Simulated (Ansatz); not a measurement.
CH3Te, SMILES C[Te], multiplicity 2.

Coordinates come from a B3LYP-D3(BJ)/def2-TZVP optimisation. The isomer is the one that the SMILES or the coordinates give; other isomers of the formula were not compared. The def2 effective core potentials stand for the cores of Te; spin–orbit coupling is left out.

Two levels are set side by side: PBE/def2-TZVPD (Ansatz, a first-principles code) and CAM-B3LYP/def2-TZVPD (Ansatz). Energy differences of separate SCF runs at the same geometry; the states with an electron removed or added have multiplicity 3 and 1. Differences are taken from unrounded values.

```json
[
 {"quantity": "vertical ionisation energy (eV)", "CAM-B3LYP": "8.28"},
 {"quantity": "vertical electron affinity (eV)", "CAM-B3LYP": "1.88"}
]
```

Problem. What does PBE give, and how far is it from CAM-B3LYP? (The exact figures need the calculation; the answer reports its results.)

Solution. 
```tsv
quantity	PBE	PBE minus CAM-B3LYP
vertical ionisation energy (eV)	8.11	-0.17
vertical electron affinity (eV)	1.85	-0.03
```
